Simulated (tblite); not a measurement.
Species: C6H7NS.
Numbering: `[cH:1]1[cH:2][s:3][c:4]([CH:5]2[CH2:6][CH2:7]2)[n:8]1` (hydrogens: H9 on C1; H10 on C2; H11 on C5; H12, H13 on C6; H14, H15 on C7)

Computed with GFN2-xTB (tblite), gas phase: Langevin dynamics at 400 K from the optimised GFN2-xTB geometry, time step 0.5 fs, friction 0.01 fs⁻¹, 2000 steps. The instantaneous temperature is 2·E(kin)/(3Nk) with all 3N coordinates.

| t (fs) | T (K) | E(pot) above start (eV) | C1–C2 (Å) | C2–S3 (Å) | S3–C4 (Å) | C4–C5 (Å) | C5–C6 (Å) | C1–H9 (Å) | S3–C4–C5–C6 (°) |
| --- | --- | --- | --- | --- | --- | --- | --- | --- | --- |
| 0 | 319 | 0.000 | 1.357 | 1.722 | 1.760 | 1.458 | 1.510 | 1.075 | 145 |
| 50 | 357 | 0.444 | 1.358 | 1.741 | 1.736 | 1.445 | 1.523 | 1.083 | 134 |
| 100 | 325 | 0.582 | 1.360 | 1.775 | 1.783 | 1.473 | 1.532 | 1.073 | 130 |
| 150 | 233 | 0.675 | 1.390 | 1.738 | 1.737 | 1.487 | 1.494 | 1.101 | 136 |
| 200 | 311 | 0.526 | 1.312 | 1.723 | 1.851 | 1.481 | 1.555 | 1.069 | 143 |
| 250 | 338 | 0.500 | 1.307 | 1.771 | 1.719 | 1.502 | 1.545 | 1.075 | 139 |
| 300 | 292 | 0.738 | 1.368 | 1.730 | 1.796 | 1.501 | 1.413 | 1.075 | 133 |
| 350 | 378 | 0.616 | 1.385 | 1.684 | 1.758 | 1.460 | 1.586 | 1.062 | 135 |
| 400 | 453 | 0.672 | 1.369 | 1.705 | 1.809 | 1.482 | 1.446 | 1.125 | 139 |
| 450 | 474 | 0.494 | 1.341 | 1.703 | 1.805 | 1.460 | 1.469 | 1.041 | 141 |
| 500 | 473 | 0.592 | 1.376 | 1.745 | 1.734 | 1.483 | 1.576 | 1.059 | 129 |
| 550 | 372 | 0.758 | 1.376 | 1.731 | 1.810 | 1.430 | 1.516 | 1.099 | 119 |
| 600 | 621 | 0.604 | 1.346 | 1.721 | 1.761 | 1.446 | 1.549 | 1.054 | 118 |
| 650 | 358 | 0.965 | 1.343 | 1.657 | 1.831 | 1.432 | 1.566 | 1.127 | 103 |
| 700 | 324 | 0.756 | 1.375 | 1.657 | 1.724 | 1.445 | 1.576 | 1.112 | 97 |
| 750 | 449 | 0.727 | 1.383 | 1.686 | 1.778 | 1.426 | 1.461 | 1.064 | 98 |
| 800 | 456 | 0.552 | 1.352 | 1.790 | 1.787 | 1.423 | 1.507 | 1.088 | 108 |
| 850 | 298 | 0.646 | 1.344 | 1.784 | 1.787 | 1.473 | 1.569 | 1.055 | 119 |
| 900 | 370 | 0.664 | 1.345 | 1.709 | 1.781 | 1.482 | 1.463 | 1.097 | 123 |
| 950 | 318 | 1.008 | 1.352 | 1.743 | 1.867 | 1.472 | 1.608 | 1.121 | 126 |
| 1000 | 371 | 0.873 | 1.333 | 1.819 | 1.753 | 1.544 | 1.503 | 1.073 | 121 |

Question: From 500 fs on, how do temperature and potential energy compare with equipartition?

Answer: The mean temperature of these 11 frames is 401 K against the target 400 K, and the mean potential energy 0.74 eV against 39 × kT/2 = 0.67 eV for 39 classical harmonic modes. For 15 atoms in a canonical ensemble the temperature itself scatters by T·√(2/(3N)) = 84 K; here its standard deviation is 89 K. The whole run lasts only 10 friction times of 100 fs, so these averages carry a wide statistical error.

Question: What are the kinetic and total energies of the listed frame with the highest potential energy?

Answer: The one at 950 fs, 1.008 eV above the start. Its kinetic energy is 3NkT/2 = 0.618 eV at 318 K, so the sum is 1.63 eV; over the listed frames the sum runs from 0.62 to 1.81 eV, since the thermostat adds and removes energy.

Question: How much do the listed bonds fluctuate from 500 fs on?

Answer: 
```
 bond  at the start (Å)  mean (Å)  standard deviation (Å)
C1–C2             1.357     1.357                   0.017
C2–S3             1.722     1.731                   0.050
S3–C4             1.760     1.783                   0.040
C4–C5             1.458     1.460                   0.034
C5–C6             1.510     1.536                   0.047
C1–H9             1.075     1.086                   0.026
```

The motion is classical and holds no zero-point motion.

What follows is the cost of the whole dynamics run. Hardware: Intel Xeon Platinum 8259CL at 2.50 GHz, one thread, no GPU, shared host. Cost: 21 s of wall time, 0.18 GiB resident at most.
